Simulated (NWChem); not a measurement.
# MoH6O2; SMILES [OH][MoH4][OH]

```xyz
9

Mo     0.0000     0.0000     0.2622
O     -1.7309     0.0000     0.9833
H     -2.6233     0.0000     0.6215
O      1.7309     0.0000     0.9833
H      2.6233     0.0000     0.6215
H      0.8415     0.0000    -1.1526
H      0.0000    -1.3977    -0.6212
H      0.0000     1.3977    -0.6212
H     -0.8415     0.0000    -1.1526
```
Atoms are numbered in this order, from 1.

This is a stationary point of PBE0/def2-SVP with def2 effective core potentials on Mo (NWChem), point group C2v. def2 effective core potentials on Mo; no spin-orbit coupling.

Question: Is it a minimum? If not, what does it relax to?

Answer: No. It has an imaginary frequency of 99i cm⁻¹. Following that mode (on a finer grid) lowers the energy by 0.3 kcal/mol and ends, with real frequencies alone, at point group Cs:
```xyz
9

Mo     0.0000     0.1373    -0.1731
O     -1.6951    -0.0307     0.6034
H     -2.5277    -0.4121     0.3058
O      1.6951    -0.0307     0.6034
H      2.5277    -0.4121     0.3058
H      0.8338    -0.2192    -1.5460
H      0.0000    -1.3917    -0.7630
H      0.0000     1.3697    -1.3031
H     -0.8338    -0.2192    -1.5460
```
